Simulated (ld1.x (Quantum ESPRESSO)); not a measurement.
ruthenium, TM semilocal: configuration errors across variants

Ru, norm-conserving Troullier–Martins (semilocal form), made with ld1.x (Quantum ESPRESSO) 7.5 (PBE, scalar-relativistic). Core [Kr], reference 4d6.5 5s0 5p0 (charge +1.5). Waves: 5s (bound, empty): rc 2.20 bohr; 4d (bound): rc 1.70 bohr; 4f channel at 0.05 Ry: rc 3.40 bohr; 5p (bound, empty): rc 3.40 bohr. Local part: the p channel. Core correction: none.

All-electron excitation energies from the reference (eV): (1) 4d7 5s1 5p0 -14.935; (2) 4d7 5s0 5p0 -7.643; (3) 4d6 5s0 5p0 10.544; (4) 4d7.5 5s0.5 5p0 -15.252; (5) 4d4 5s0 5p0 85.679; (6) 4d7 5s0.5 5p0 -12.072; (7) 4d6 5s2 5p0 -13.234.

In the semilocal form every listed channel keeps its own potential, so the choice of the local channel does not act on these tests. It acts once the file is put into the separable form.

A semilocal file is local in each channel, so a ghost entry of none says nothing of the separable form that plane-wave codes build from it.

2 further variants failed, have other tests or too few solved ones, and are left out.

Errors AE − PS in meV (a dash: test not solved or not reliable):

| change | (1) | (2) | (3) | (4) | (5) | (6) | (7) | bound ghosts |
| --- | --- | --- | --- | --- | --- | --- | --- | --- |
| base | +65 | -1.2 | -5.9 | +44 | -360 | +30 | +44 | none |
| wave 4d (bound): rc 1.70 bohr becomes 4d (bound): rc 1.60 bohr | +65 | -1.0 | -5.7 | +45 | -358 | +30 | +43 | none |
| wave 5s (bound): rc 2.20 bohr becomes 5s (bound): rc 2.94 bohr | +63 | -1.2 | -5.9 | +42 | -360 | +28 | +47 | none |
| wave 4f channel at 0.05 Ry: rc 3.40 bohr becomes 4f channel at 0.05 Ry: rc 4.40 bohr | +65 | -1.2 | -5.9 | +44 | -360 | +30 | +44 | none |
| wave 5p (bound): rc 3.40 bohr becomes 5p (bound): rc 2.10 bohr | +65 | -1.2 | -5.9 | +44 | -359 | +30 | +44 | none |
| all radii scaled by about 1.35 (s 2.98, p 4.60, d 2.30, f 4.60 bohr) | +56 | -4.6 | -8.7 | +27 | -316 | +23 | +62 | none |
| wave 4f channel at 0.05 Ry: rc 3.40 bohr becomes 4f channel at 0.11 Ry: rc 3.40 bohr | +65 | -1.2 | -5.9 | +44 | -360 | +30 | +44 | none |
| core correction a·sin(br)/r model core inside 2.08 bohr | +1.6 | -11 | -17 | -16 | -723 | -3.2 | -51 | none |
| local potential the d channel | +65 | -1.2 | -5.9 | +44 | -360 | +30 | +44 | none |

**Question.** Give the same row for: local potential the f channel.

**Answer.** +65, -1.2, -5.9, +44, -359, +30, +44; bound ghosts: none.
